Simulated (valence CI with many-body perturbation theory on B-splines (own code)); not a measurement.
Forbidden lines of Xe³⁸⁺

Calculated by valence CI with perturbative core correlation (CI+MBPT): six valence electrons over a frozen Dirac-Fock core [Ne], a basis of 9 s, 9 p, 8 d, 6 f, 3 g, 1 h functions for each j, with the one-electron correlation potential Σ1 (screened to all orders), the two-electron term Σ2, the three-electron term Σ3, Breit, model QED; selected single and double excitations, second order for the rest, scaled by the run's own slope (own B-spline code, finite nucleus).

No measured spectrum was set against this ion. As an estimate, large intervals hold to a few tenths of a per cent, small ones and those within an open d or f shell to about a per cent. Among the levels kept, up to 1500 cm⁻¹ of a level comes from second order outside the variational space, and about a tenth of that is noise between levels of different J, which matters for small intervals.

Lines 1 to 22 of 22 in falling wavelength, among levels below 2332800 cm⁻¹, chosen from the decays that carry over 1 % of a level's rate. Wavelengths and rates use the calculated energies. Electric multipoles are in the length gauge, E1 and E2 with the static RPA response of the core. S is in atomic units (e²a₀⁴ for E2 and M2, e²a₀⁶ for E3), for M1 in squared Bohr magnetons. Weak lines are less certain than strong ones. Lines between different terms over intervals too small for the method are left out, as are lines whose strength nearly cancels.

Levels are named by their leading jj configuration (3d3/2^4 stands for four electrons in 3d with j = 3/2), which in mixed levels can hold well under half, so a name can repeat and another be missing. Letters in brackets count levels of one name in rising energy.

| λ vac (Å) | Upper | Lower | Type | A (s⁻¹) | S (a.u.) |
| --- | --- | --- | --- | --- | --- |
| 977.0 | (3s^2 3p1/2^2 3p3/2^2) J=0 | (3s^2 3p1/2^2 3p3/2^2) J=2 | E2 | 6.45e+00 | 5.13e-03 |
| 827.6 | (3s^2 3p1/2 3p3/2^2 3d5/2) J=4 [b] | (3s^2 3p1/2 3p3/2^2 3d3/2) J=4 | M1 | 7.62e+03 | 1.44e+00 |
| 793.8 | (3s^2 3p1/2^2 3p3/2 3d5/2) J=4 | (3s^2 3p1/2^2 3p3/2 3d3/2) J=3 | M1 | 2.64e+04 | 4.41e+00 |
| 705.9 | (3s^2 3p1/2 3p3/2^2 3d5/2) J=5 | (3s^2 3p1/2 3p3/2^2 3d3/2) J=4 | M1 | 3.30e+04 | 4.74e+00 |
| 567.2 | (3s^2 3p1/2 3p3/2^2 3d5/2) J=4 [b] | (3s^2 3p1/2 3p3/2^2 3d3/2) J=3 [a] | M1 | 2.99e+04 | 1.82e+00 |
| 272.5 | (3s^2 3p1/2 3p3/2^2 3d3/2) J=4 | (3s^2 3p1/2^2 3p3/2 3d5/2) J=3 | M1 | 5.20e+04 | 3.51e-01 |
| 234.7 | (3s^2 3p1/2 3p3/2^2 3d5/2) J=4 [a] | (3s^2 3p1/2^2 3p3/2 3d5/2) J=3 | M1 | 7.13e+05 | 3.07e+00 |
| 205.0 | (3s^2 3p1/2 3p3/2^2 3d5/2) J=4 [b] | (3s^2 3p1/2^2 3p3/2 3d5/2) J=3 | M1 | 2.95e+05 | 8.47e-01 |
| 201.4 | (3s^2 3p1/2 3p3/2^2 3d3/2) J=4 | (3s^2 3p1/2^2 3p3/2 3d5/2) J=4 | M1 | 6.60e+04 | 1.80e-01 |
| 196.7 | (3s^2 3p1/2 3p3/2^3) J=1 | (3s^2 3p1/2^2 3p3/2^2) J=0 | M1 | 9.60e+05 | 8.13e-01 |
| 179.9 | (3s^2 3p1/2 3p3/2^2 3d5/2) J=4 [a] | (3s^2 3p1/2^2 3p3/2 3d5/2) J=4 | M1 | 2.49e+06 | 4.84e+00 |
| 163.7 | (3s^2 3p1/2 3p3/2^3) J=1 | (3s^2 3p1/2^2 3p3/2^2) J=2 | M1 | 3.67e+06 | 1.79e+00 |
| 162.0 | (3s^2 3p1/2 3p3/2^2 3d5/2) J=4 [b] | (3s^2 3p1/2^2 3p3/2 3d5/2) J=4 | M1 | 2.91e+05 | 4.12e-01 |
| 162.0 | (3s^2 3p1/2 3p3/2^2 3d5/2) J=4 [b] | (3s^2 3p1/2^2 3p3/2 3d5/2) J=4 | E2 | 8.14e+03 | 7.29e-03 |
| 160.6 | (3s^2 3p1/2 3p3/2^2 3d3/2) J=4 | (3s^2 3p1/2^2 3p3/2 3d3/2) J=3 | M1 | 5.27e+05 | 7.29e-01 |
| 160.6 | (3s^2 3p1/2 3p3/2^2 3d3/2) J=4 | (3s^2 3p1/2^2 3p3/2 3d3/2) J=3 | E2 | 1.10e+04 | 9.46e-03 |
| 156.7 | (3s^2 3p1/2 3p3/2^2 3d5/2) J=5 | (3s^2 3p1/2^2 3p3/2 3d5/2) J=4 | M1 | 6.75e+05 | 1.06e+00 |
| 156.7 | (3s^2 3p1/2 3p3/2^2 3d5/2) J=5 | (3s^2 3p1/2^2 3p3/2 3d5/2) J=4 | E2 | 1.13e+04 | 1.05e-02 |
| 150.0 | (3s^2 3p1/2 3p3/2^3) J=2 | (3s^2 3p1/2^2 3p3/2^2) J=2 | M1 | 2.40e+06 | 1.50e+00 |
| 146.7 | (3s^2 3p1/2 3p3/2^2 3d5/2) J=4 [a] | (3s^2 3p1/2^2 3p3/2 3d3/2) J=3 | M1 | 1.72e+05 | 1.81e-01 |
| 141.3 | (3s^2 3p3/2^4) J=0 | (3s^2 3p1/2 3p3/2^3) J=1 | M1 | 1.12e+07 | 1.17e+00 |
| 70.57 | (3s^2 3p1/2^2 3p3/2 3d5/2) J=4 | (3s^2 3p1/2^2 3p3/2^2) J=2 | M2 | 2.52e+03 | 3.55e-05 |
